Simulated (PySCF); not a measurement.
SiBi and its ions

PBE; PySCF, scalar-relativistic core potentials, basis sets Si cc-pV(D+d)Z, Bi cc-pVDZ-PP with ECP60. Neutral (UKS): doublet (π ↑), Re = 2.497 Å, ωe = 366 cm⁻¹, De = 2.85 eV, HOMO -4.99 eV, LUMO -4.91 eV.

SiBi⁺ (UKS): triplet (π ↑↑), Re = 2.650 Å, ωe = 305 cm⁻¹. The energies at the minima are -503.95514 hartree for SiBi and -503.67237 for SiBi⁺.

Task: Work out the adiabatic ionisation energy, without and with harmonic zero-point energies (1 hartree = 27.2114 eV, 1 eV = 8065.5 cm⁻¹), and the change of the bond length.

Result: At PBE: 0.28277 hartree = 7.695 eV between the minima; the zero-point term (305.0 − 366.0)/2 cm⁻¹ = -0.004 eV makes it 7.691 eV. Re changes by +15.3 pm against the neutral. The electron leaves a π orbital, and the longer bond of the ion fits a bonding orbital, or a change in how ionic the bond is.

These are scalar-relativistic numbers at best; spin–orbit coupling would shift them, the dissociation energy most. States were picked by a PBE0 search and need not be the measured ground states.
